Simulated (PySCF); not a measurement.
C3H5FOSi, SMILES C#C[Si@H](O)CF. Heavy atoms are numbered as in [CH:1]#[C:2][Si@H:3]([OH:4])[CH2:5][F:6]. Hydrogens are named by the atom that carries them.

The structure is a stationary point at PBE0-D3(BJ)/def2-SVP. The structure was generated by enumeration; whether it is a known compound was not checked. One conformer was computed; it need not be the lowest.

All values below come from PySCF with PBE/pcSseg-1.

GIAO shieldings, no solvent; atoms alike by connectivity are averaged. δ = σ(ref) − σ: ¹³C against TMS (σ = 182.0 ppm); ²⁹Si against TMS (σ = 335.4 ppm); ¹⁷O against H2O (σ = 334.3 ppm); ¹⁹F against CFCl3 (σ = 133.6 ppm); ¹H against TMS (σ = 31.49 ppm), references at their B3LYP-D3(BJ)/def2-TZVP geometries, non-relativistic.

Computed chemical shifts:
| nucleus | atoms | count | δ (ppm) |
|---|---|---|---|
| ¹³C | C1 (CH) | 1 | 101.6 |
| ¹³C | C2 | 1 | 89.2 |
| ¹³C | C5 (CH2) | 1 | 80.0 |
| ²⁹Si | Si3 (SiH) | 1 | -36.5 |
| ¹⁷O | O4 (OH) | 1 | 33.1 |
| ¹⁹F | F6 | 1 | -337.2 |
| ¹H | H on Si3 | 1 | 5.50 |
| ¹H | H on C5 | 2 | 5.02 |
| ¹H | H on C1 | 1 | 2.61 |
| ¹H | H on O4 | 1 | 1.06 |
